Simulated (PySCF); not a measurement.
Computed shifts of a molecule H8OSi3, HF/pcSseg-1 in PySCF, GIAO, gas phase, atoms alike by connectivity averaged where their shifts nearly agree, in ppm (number of nuclei): ²⁹Si: -26.5 (1), -42.5 (1), -95.1 (1). ¹H: 5.04 (2), 4.64 (3), 3.57 (3). References: ²⁹Si against TMS (σ = 393.8 ppm); ¹⁷O against H2O (σ = 333.0 ppm); ¹H against TMS (σ = 31.99 ppm), references at their B3LYP-D3(BJ)/def2-TZVP geometries, non-relativistic. Geometry optimised at TPSSh-D3(BJ)/def2-SVP. One conformer was computed; it need not be the lowest.

Question: Which molecule gave these data?
(A) [SiH3]O[SiH2][SiH3]
(B) O[SiH2][SiH2][SiH3]
(C) O[SiH]([SiH3])[SiH3]

Answer: A, [SiH3]O[SiH2][SiH3]
